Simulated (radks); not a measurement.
Problem. The mean radii <r> (bohr) of the occupied orbitals of an atom or ion are listed with their occupations. Calculated with a radial shooting solver on a logarithmic mesh with Libxc functionals: non-relativistic Kohn-Sham, exchange-only r2SCAN, spin-polarised, spherical densities, point nucleus; meta-GGA in the generalised Kohn-Sham scheme.

orbital  occ.      <r>
1s up       1  0.08155
1s down     1  0.08153
2s up       1   0.3874
2s down     1   0.3871
2p up       3   0.3493
2p down     3   0.3491
3s up       1    1.154
3s down     1    1.163
3p up       2    1.215
4s up       1    2.779
4s down     1    2.831

Name the element and its charge. Open shells, if any, are filled with parallel spins first.

Solution. Z = 19, potassium, charge +3: K3+ in [Ne] 3s2 3p2 4s2. The 1s radius gives Z: for a bare nucleus <r> = 1.5/Z, 0.07895 bohr for Z = 19, and screening makes it slightly larger (0.08155 here). The occupations add up to 16, and the charge is Z minus that.
